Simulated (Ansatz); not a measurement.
Molecule: sum formula H₄SiO₂, charge 0, multiplicity 1. 
Structure (B3LYP-D3(BJ)/def2-TZVP (Ansatz, a program for electronic structure) minimum search):
SMILES: O[SiH2]O
```xyz
7

Si    -0.2925    -0.2931     0.1712
O     -0.7095     1.2473    -0.2304
O      1.2327    -0.7182    -0.2769
H     -1.1896    -1.1614    -0.6019
H     -0.4295    -0.4631     1.6397
H     -0.4451     1.9714     0.3410
H      1.9733    -0.4760     0.2832
```
Charge 0, spin multiplicity 1.

Dipole moments at this geometry, in debye (magnitudes).

| level | program | dipole (D) |
|---|---|---|
| B97M-V/def2-TZVPD | Ansatz | [?] |
| PBE0/def2-TZVPD | Ansatz | 2.56 |
| r2SCAN0/def2-TZVPD | Ansatz | 2.60 |
| HSE06/def2-TZVPD | Ansatz | 2.55 |
| wB97X-V/def2-TZVPD | Ansatz | 2.59 |
| CCSD(T)/aug-cc-pV(D+d)Z | Ansatz | [?] |

Q: Fill in the missing entries.

A: 
- B97M-V/def2-TZVPD, dipole (D): 2.52
- CCSD(T)/aug-cc-pV(D+d)Z, dipole (D): 2.54
